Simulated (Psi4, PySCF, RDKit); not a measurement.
Torsional profile of SMILES COc1cccc(C)c1. Scanned: dihedral C1–O2–C3–C4; all other coordinates were relaxed at GFN2-xTB. Points at φ and −φ are mirror images. Heavy atoms are numbered in the order of the SMILES COc1cccc(C)c1, hydrogens after them in the order of the atoms that carry them; the mirror image has the same energies with the sign of each dihedral reversed.

Levels of theory: PBE-D3(BJ)/def2-SVP // GFN2-xTB (Psi4); MMFF94 // GFN2-xTB (RDKit); RKS-B3LYP/6-31G* = restricted B3LYP/6-31G*, spherical d, density fitting // GFN2-xTB run with PySCF.

Energies in kJ/mol, each method relative to its own lowest point.

```tsv
φ / °	PBE-D3(BJ)/def2-SVP	MMFF94	RKS-B3LYP/6-31G*
-150	6.5	3.1	5.5
-120	16.3	8.8	12.1
-90	18.7	9.8	13.2
-60	15.5	8.3	11.6
-30	5.7	2.3	4.6
0	0.0	0.0	0.0
30	5.7	2.3	4.6
60	15.5	8.3	11.6
90	18.7	9.8	13.2
120	16.3	8.8	12.1
150	6.5	3.1	5.5
180	0.5	0.3	0.7
```
